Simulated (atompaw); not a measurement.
**An all-electron radial function and its pseudo partner (molybdenum)**

Columns: radius, all-electron u(r) and pseudo u(r) of the 4d shell (level -5.03 eV) of molybdenum in the configuration [Kr] 4d5 5s0 5p1; PBE, scalar-relativistic, PAW (atompaw) scheme, atompaw 4.2.0.5.

```csv
r (bohr),all-electron,pseudo
0.115,-0.1599,0.0004
0.231,-0.3380,0.0034
0.346,-0.2968,0.0112
0.462,-0.1204,0.0257
0.577,0.0923,0.0481
0.692,0.2906,0.0789
0.808,0.4549,0.1183
0.923,0.5777,0.1645
1.038,0.6625,0.2162
1.154,0.7154,0.2718
1.269,0.7422,0.3276
1.385,0.7496,0.3820
1.500,0.7429,0.4313
1.615,0.7264,0.4738
1.731,0.7029,0.5079
1.846,0.6754,0.5319
1.962,0.6450,0.5456
2.077,0.6137,0.5492
2.192,0.5819,0.5434
2.308,0.5502,0.5296
2.423,0.5193,0.5099
2.538,0.4894,0.4860
2.654,0.4604,0.4597
2.769,0.4330,0.4330
2.885,0.4066,0.4066
3.000,0.3817,0.3817
```

Problem. How many radial nodes do the two functions have?

Solution. The all-electron 4d function has n − l − 1 = 1; the pseudo-wave has 0, since the states of the same l below it are removed with the core.

Problem. Is the pseudo-wave norm-conserving?

Solution. No, it belongs to a PAW set: the norm inside the radius is not constrained, and the difference is carried by the augmentation charge.
